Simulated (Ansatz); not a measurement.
A nudged elastic band was laid between two geometries of BClH2 + BrH (6 atoms, charge 0, multiplicity 1).

Level of theory: Ansatz 0.2.0, RKS PBE0-D4/def2-TZVP.

* movable images: 5
* climbing image: yes
* spring: 5.0 eV/Å²
* optimiser: quadratic models (default)
* start path: through a guess of the saddle point
* force threshold: 0.05 eV/Å
* iteration limit: 60
* end points: relaxed

Initial state:

```xyz
6
Properties=species:S:1:pos:R:3
B 0.008 0.317 -0.124
H 0.108 0.712 0.994
H 0.941 0.004 -0.794
Cl -1.565 0.372 -0.875
Br 0.112 -2.448 1.051
H -0.602 -2.017 2.202
```

Final state:

```xyz
6
Properties=species:S:1:pos:R:3
B -0.031 -0.658 -0.631
H -0.302 0.367 2.461
H 0.990 -0.067 -0.507
Cl -1.476 0.188 -1.062
Br -0.043 -2.535 -0.359
H -0.134 -0.356 2.552
```

**Question.** What changes between the two ends?

**Answer.** Bonds broken: B1–H2, Br5–H6. Bonds formed: B1–Br5, H2–H6. BClH2 + BrH becomes BBrClH + H2.

**Question.** Give the energies along the band, and the barrier.

**Answer.** It converged. The highest image is number 3 of 0 to 6, 10.6 kcal/mol above the first end and 24.4 kcal/mol above the last; the last end lies 13.7 kcal/mol below the first. A vibrational analysis at the climbing image gives one clearly imaginary mode, 652i cm⁻¹: a first-order saddle point. The orbitals stay closed-shell, which can raise the energy where a bond breaks towards radicals; this wasn't checked here.

```json
{"image": "0", "path coordinate (Å)": "0.00", "energy (kcal/mol)": "0.0", "B1–H2 (Å)": "1.19", "Br5–H6 (Å)": "1.42", "B1–Br5 (Å)": "3.01"}
{"image": "1", "path coordinate (Å)": "0.66", "energy (kcal/mol)": "0.6", "B1–H2 (Å)": "1.19", "Br5–H6 (Å)": "1.42", "B1–Br5 (Å)": "3.04"}
{"image": "2", "path coordinate (Å)": "1.32", "energy (kcal/mol)": "3.1", "B1–H2 (Å)": "1.20", "Br5–H6 (Å)": "1.44", "B1–Br5 (Å)": "2.88"}
{"image": "3", "path coordinate (Å)": "1.97", "energy (kcal/mol)": "10.6", "B1–H2 (Å)": "1.26", "Br5–H6 (Å)": "1.63", "B1–Br5 (Å)": "2.32"}
{"image": "4", "path coordinate (Å)": "2.77", "energy (kcal/mol)": "-4.4", "B1–H2 (Å)": "1.82", "Br5–H6 (Å)": "2.36", "B1–Br5 (Å)": "1.96"}
{"image": "5", "path coordinate (Å)": "3.57", "energy (kcal/mol)": "-12.6", "B1–H2 (Å)": "2.58", "Br5–H6 (Å)": "3.00", "B1–Br5 (Å)": "1.90"}
{"image": "6", "path coordinate (Å)": "4.37", "energy (kcal/mol)": "-13.7", "B1–H2 (Å)": "3.27", "Br5–H6 (Å)": "3.64", "B1–Br5 (Å)": "1.90"}
```

**Question.** What is the geometry of the highest image?

**Answer.** 
```xyz
6
Properties=species:S:1:pos:R:3
B -0.085 -0.165 0.112
H -0.089 0.236 1.311
H 0.984 -0.073 -0.387
Cl -1.573 0.238 -0.725
Br -0.092 -2.399 0.751
H -0.142 -0.897 1.394
```

**Question.** What are the harmonic wavenumbers there?

**Answer.** 652i, 160, 491, 678, 793, 875, 933, 1109, 1297, 1511, 2266, 2718 cm⁻¹.

Run time: 100 s on 4 threads of Arm Neoverse V2, on a shared host, peak memory 0.31 GiB.
